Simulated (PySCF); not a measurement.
Structure with atom numbers: `[N:1]#[C:2][CH2:3][C:4]1=[CH:5][SiH2:6][CH2:7][CH2:8][O:9]1`. Hydrogens are named by the atom that carries them.

- PBE0/pcSseg-1 with gauge-including orbitals
- GFN2-xTB structure
- run in PySCF
- no solvent model, one computed conformer, equivalent nuclei averaged, non-relativistic Hamiltonian

**Question.** Predict the 2D correlation tables (HSQC, COSY, HMBC).

**Answer.** 

HSQC (one-bond C–H):
```csv
δH,δC
4.79 (H(C5)),93.1 (C5)
4.47 (H(C8)),69.6 (C8)
2.88 (H(C3)),28.1 (C3)
0.94 (H(C7)),7.5 (C7)
```

COSY cross peaks (H two or three bonds apart, from the bond graph; peaks can be absent where the dihedral angle is near 90°):
```csv
δH,δH
4.79 (H(C5)),4.45 (H(Si6))
4.47 (H(C8)),0.94 (H(C7))
4.45 (H(Si6)),0.94 (H(C7))
```

HMBC (two and three bonds, from the bond graph):
```csv
δH,δC
4.79 (H(C5)),"172.0 (C4), 28.1 (C3), 7.5 (C7)"
4.47 (H(C8)),"172.0 (C4), 7.5 (C7)"
4.45 (H(Si6)),"172.0 (C4), 93.1 (C5), 69.6 (C8), 7.5 (C7)"
2.88 (H(C3)),"172.0 (C4), 121.8 (C2), 93.1 (C5)"
0.94 (H(C7)),"93.1 (C5), 69.6 (C8)"
```

δ = σ(ref) − σ, references computed at the same level: TMS for ¹H, ¹³C.

Short H···H contacts in this conformer between protons four or more bonds apart (candidates for NOE cross peaks, intensity ∝ r⁻⁶): H(C3)···H(C5) 2.49 Å.

Shifts are as computed. Against solution values, carbons near 30 ppm lie about +3 ppm off and those near 130 ppm about +5 ppm. Of 1309 compounds with measured shifts, 239 miss one by over three times the rms of a fit or turn the order of signals round; such compounds aren't used in these exercises.
